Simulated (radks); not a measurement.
Species: Mg4+. Configuration: [He] 2s2 2p4 (the NIST ground configuration). All-electron calculation, non-relativistic Kohn-Sham, LDA (Slater exchange, Perdew-Wang correlation), spin-polarised, spherical densities, point nucleus; open shells are filled with parallel spins first. Program: a radial shooting solver on a logarithmic mesh with Libxc functionals. Some entries of the table are withheld. Estimate them.

| orbital | occ. | eigenvalue (eV) | <r^2> (bohr^2) | r(max) (bohr) |
|---|---|---|---|---|
| 1s up | 1 | -1351.340 | 0.02325 | 0.08572 |
| 1s down | 1 | -1348.023 | 0.02315 | 0.08563 |
| 2s up | 1 | -162.1098 | 0.5005 | 0.5290 |
| 2s down | 1 | -156.3390 | 0.5138 | 0.5330 |
| 2p up | 3 | -131.5584 | 0.4498 | 0.4468 |
| 2p down | 1 | -125.1539 | 0.4697 | 0.4525 |
| 3s up | 0 | (1) | 3.990 | (2) |
| 3s down | 0 | (3) | 4.129 | (4) |
| 3p up | 0 | -38.5325 | 4.509 | 1.767 |
| 3p down | 0 | -37.6157 | 4.713 | 1.811 |

Answer. 
(1) 3s up eigenvalue (eV): -45.8146
(2) 3s up r(max) (bohr): 1.689
(3) 3s down eigenvalue (eV): -44.8709
(4) 3s down r(max) (bohr): 1.720
